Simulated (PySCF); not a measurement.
C2H4F2Si2, SMILES C#C[Si@H](F)[SiH2]F.

Coordinates come from a PBE-D3(BJ)/def2-SVP optimisation. The structure was generated by enumeration; whether it is a known compound was not checked. Other conformers were not sampled.

All values below come from PBE-D3(BJ)/def2-SVP in PySCF.

Frequencies are harmonic and unscaled.

Computed normal modes with their intensities:
```
mode  ν (cm⁻¹)  IR (km/mol)  moving atoms (share of kinetic energy)
----  --------  -----------  --------------------------------------
1           37          1.7         F 60 %, C 17 %, H 13 %, Si 10 %
2           72          1.5         F 34 %, C 32 %, Si 19 %, H 14 %
3          108          0.9         F 58 %, Si 20 %, H 12 %, C 10 %
4          151          4.3         F 41 %, C 33 %, H 14 %, Si 12 %
5          200          4.8         C 40 %, F 24 %, Si 23 %, H 13 %
6          319         44.4          C 56 %, Si 26 %, H 10 %, F 9 %
7          351         28.8                 C 46 %, Si 31 %, F 17 %
8          402          3.5                 Si 64 %, H 17 %, C 11 %
9          476         21.3                         H 73 %, Si 19 %
10         635         40.5                 C 45 %, Si 40 %, H 13 %
11         688         22.7                          H 76 %, C 24 %
12         709          8.7                                  H 91 %
13         722         23.2                          H 76 %, C 24 %
14         743        249.2                         H 79 %, Si 16 %
15         786         17.9                          H 80 %, F 17 %
16         822         42.3                 H 52 %, F 37 %, Si 11 %
17         863        207.9                 H 36 %, Si 34 %, F 29 %
18         885        113.9                 Si 36 %, H 32 %, F 31 %
19         912         93.4                  H 73 %, Si 18 %, F 8 %
20        2082         49.7                           C 90 %, H 9 %
21        2154         69.8                                  H 98 %
22        2168        107.1                                  H 97 %
23        2171        113.8                                  H 96 %
24        3387         55.3                          H 86 %, C 14 %
```
